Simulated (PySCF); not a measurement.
## Cu⁺ (copper, charge +1) across methods

[Ar] 3d9 4s1, high-spin 3D determinant (an excited configuration). Calculation: PySCF 2.14, in ANO-RCC-VTZP; the spin-free X2C one-electron Hamiltonian (Gaussian nucleus). The B2PLYP total includes its PT2 part (frozen core); its orbital energies are those of the SCF part.

```csv
method,E (hartree),mean ε 3d α (eV),mean ε 3d β (eV),mean ε 4s α (eV),Σ⟨r²⟩ (bohr²),⟨S²⟩
CAM-B3LYP,-1654.496,-24.180,-22.938,-16.359,23.98,2.000
r2SCAN,-1654.352,-20.230,-18.903,-14.596,23.87,2.001
LDA,-1651.484,-20.395,-19.127,-14.621,24.15,2.000
PBE0,-1654.143,-22.632,-21.305,-14.992,23.87,2.000
B2PLYP,-1654.095,-25.349,-23.932,-15.614,23.77,2.000
UHF,-1652.87796,-29.904,-28.217,-16.564,23.61,2.001
M06-2X,-1654.409,-25.762,-24.308,-15.361,23.94,2.002
```

(1) Estimate the same row for PBE.

Answers

(1) E (hartree) = -1654.138; mean ε 3d α (eV) = -19.985; mean ε 3d β (eV) = -18.748; mean ε 4s α (eV) = -14.310; Σ⟨r²⟩ (bohr²) = 24.10; ⟨S²⟩ = 2.000.
